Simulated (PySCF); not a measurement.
C7H8S.
Structure used (PBE0-D3(BJ)/def2-SVP), in Å, numbered top down from 1:
```xyz
16
C7H8S angstrom
C     -3.083   -0.514   -0.539
C     -1.609   -0.348   -0.666
C     -0.789    0.024    0.330
C      0.649    0.196    0.251
C      1.495    0.572    1.274
C      2.857    0.649    0.880
C      3.038    0.333   -0.440
S      1.551   -0.060   -1.208
H     -3.621    0.152   -1.236
H     -3.393   -1.542   -0.792
H     -3.431   -0.293    0.481
H     -1.176   -0.551   -1.655
H     -1.215    0.227    1.320
H      1.134    0.784    2.282
H      3.674    0.929    1.547
H      3.967    0.309   -1.007
```

Theory: TDDFT B3LYP/def2-SVPD, vertical, gas phase, core orbitals frozen in the response in PySCF 2.14.0, density-fitted response routines.

| state | E (eV) | E (kJ/mol) | λ (nm) | f | symmetry | main configurations (H = HOMO, L = LUMO) |
| --- | --- | --- | --- | --- | --- | --- |
| S1 | 4.36 | 421 | 284.4 | 0.356 | A′ | H→L (96%) |
| S2 | 5.12 | 494 | 242.2 | 0.059 | A′ | H-1→L (85%), H→L+3 (10%) |
| S3 | 5.33 | 514 | 232.8 | 0.0006 | – | H→L+1 (90%) |
| S4 | 5.62 | 542 | 220.7 | 0.0004 | – | H→L+2 (86%) |
| S5 | 5.98 | 577 | 207.2 | 0.053 | A′ | H-2→L (46%), H→L+3 (42%) |
| S6 | 6.00 | 578 | 206.8 | 0.0035 | A″ | H→L+4 (83%) |

The lowest singlet comes at 284 nm (421 kJ/mol) in the ultraviolet; it is strong; its leading configuration is HOMO→LUMO (96%). The lowest level is also the most intense of those listed (f = 0.356). Löwdin shares by element: HOMO carbon 64% or more (atoms not listed hold the other 36%); LUMO carbon 44% or more, sulfur 14% (atoms not listed hold the other 42%). Of the 6 states listed, 3 reach f = 0.01 and 1 stays under 0.0005. The oscillator strengths of these states sum to 0.472; summed over the whole spectrum of an exact calculation they would give the number of electrons, 66 (Thomas–Reiche–Kuhn). The listed states span 1.64 eV, and the widest gap between neighbours is 0.76 eV (S1 to S2). Symmetry labels in Cs follow from the direction of the transition dipole and are given only for states with f of 0.002 or more. Only the lowest 6 singlets were computed, as vertical energies without vibronic structure.

One conformer stands for the species.
